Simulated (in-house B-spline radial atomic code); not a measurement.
## How G0W0 and RPA depend on the start: Te4+

Configuration [Kr] 4d10 5s2. Computed with a B-spline radial code for spherical atoms: all electrons, scalar-relativistic (spin-free one-electron X2C), finite nucleus, each spin shell either full or empty, empty states to l = 9 with an (l + 1/2)⁻⁴ tail; G0W0 by contour deformation at full frequency.

```
            start  mean-field 5s (eV)  G0W0 (eV)  QP weight  RPA correlation (Eh)
     Hartree-Fock              -56.47     -58.60      0.974               -3.5774
         LDA VWN5              -53.74     -59.03      0.956               -3.8811
              PBE              -53.20     -58.96      0.956               -3.8752
             PBE0              -54.27     -58.85      0.962               -3.7926
           r2SCAN              -53.29     -58.94      0.960                -3.823
            HSE06              -53.95     -58.88      0.961               -3.7998
  B3LYP (VWN-RPA)              -54.34          ?          ?                     ?
             SCAN              -53.53     -58.94      0.959               -3.8223
             TPSS              -52.98          ?          ?                     ?
        BHandHLYP              -55.42     -58.79      0.967               -3.7168
        CAM-B3LYP              -56.01     -58.85      0.967               -3.7753
          LC-wPBE              -57.21     -58.75      0.970               -3.7764
            wB97X              -56.93     -58.76      0.970               -3.7595
           PBEsol              -53.28     -58.97      0.957               -3.8776
             BLYP              -53.31     -59.00      0.956               -3.8767
          r2SCAN0              -54.41     -58.84      0.964               -3.7578
LDA exchange-only              -52.29     -59.07      0.957               -3.8802
```

**Question.** What G0W0 level, weight and RPA correlation energy follow from the TPSS start?

**Answer.** G0W0 level -58.95 eV, weight 0.957, RPA correlation -3.8607 hartree.

**Question.** What G0W0 level, weight and RPA correlation energy follow from the B3LYP (VWN-RPA) start?

**Answer.** G0W0 level -58.92 eV, weight 0.961, RPA correlation -3.8101 hartree.

**Question.** How much of the dependence on the start does G0W0 remove?

**Answer.** The mean-field levels span 4.92 eV and the G0W0 levels 0.465 eV. Against 59.3 ± 0.9 eV (NIST, measured) the G0W0 removal energies are off by -0.70 to -0.23 eV, with spin-orbit coupling, Breit and QED terms left out.
